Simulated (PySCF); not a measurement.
## Dipole response of Sn⁻ (tin, charge -1)

[Kr] 4d10 5s2 5p3, high-spin 4S determinant. Computed with PySCF 2.14 in aug-cc-pwCVDZ-PP with ECP28MDF, with a scalar-relativistic core potential. Coupled (time-dependent) response in atomic units; α is the mean over directions. A double-zeta set is small for polarisabilities.

| method | mean α (bohr³) | C₆ (like pair) | S(−4) |
| --- | --- | --- | --- |
| UHF | 133.1 | 2225 | 7510 |

S(−4) is the Cauchy moment in α(ω) = α(0) + S(−4) ω² + …

α(iu) at UHF:

```json
{"u (hartree)": "0", "α(iu) (bohr³)": "133.1"}
{"u (hartree)": "0.0500", "α(iu) (bohr³)": "117.8"}
{"u (hartree)": "0.100", "α(iu) (bohr³)": "92.21"}
{"u (hartree)": "0.200", "α(iu) (bohr³)": "56.21"}
{"u (hartree)": "0.300", "α(iu) (bohr³)": "36.29"}
{"u (hartree)": "0.500", "α(iu) (bohr³)": "18.09"}
{"u (hartree)": "0.750", "α(iu) (bohr³)": "9.778"}
{"u (hartree)": "1.00", "α(iu) (bohr³)": "6.308"}
{"u (hartree)": "1.50", "α(iu) (bohr³)": "3.496"}
{"u (hartree)": "2.00", "α(iu) (bohr³)": "2.359"}
{"u (hartree)": "3.00", "α(iu) (bohr³)": "1.375"}
{"u (hartree)": "5.00", "α(iu) (bohr³)": "0.6609"}
```

For an ion, C₆ is the dispersion term alone; charge-induced terms of lower order in 1/R come first.

Energies and moments cover only the electrons outside the core potential.
